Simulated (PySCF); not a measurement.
AlBrF2. Atoms are numbered in the order given.

```xyz
4

Al     0.0000     0.0000    -0.9493
F      0.0000    -1.4181    -1.7932
F      0.0000     1.4181    -1.7932
Br     0.0000     0.0000     1.2748
```

The structure is a stationary point at B3LYP-D3(BJ)/def2-SVP.

Calculation: C-PCM-M06-2X/def2-SVP in PySCF 2.14.0.

The values are the electrostatic part of the solvation free energy, E(continuum) − E(gas) at the gas-phase geometry, in a cavity of scaled van der Waals radii (PySCF's table); cavitation and dispersion terms are not included. A continuum can't describe solvent molecules that bind to the metal. In vacuum the orbital gap is 9.62 eV. The dipole moment in vacuum is 0.63 D.

Computed values in water (ε = 78.36), acetonitrile (ε = 35.69), n-hexane (ε = 1.88):
| solvent | ε | ΔG(elec) (kcal/mol) | dipole (D) | gap (eV) |
|---|---|---|---|---|
| water | 78.36 | -7.9 | 0.48 | 9.89 |
| acetonitrile | 35.69 | -7.7 | 0.48 | 9.89 |
| n-hexane | 1.88 | -3.6 | 0.57 | 9.74 |
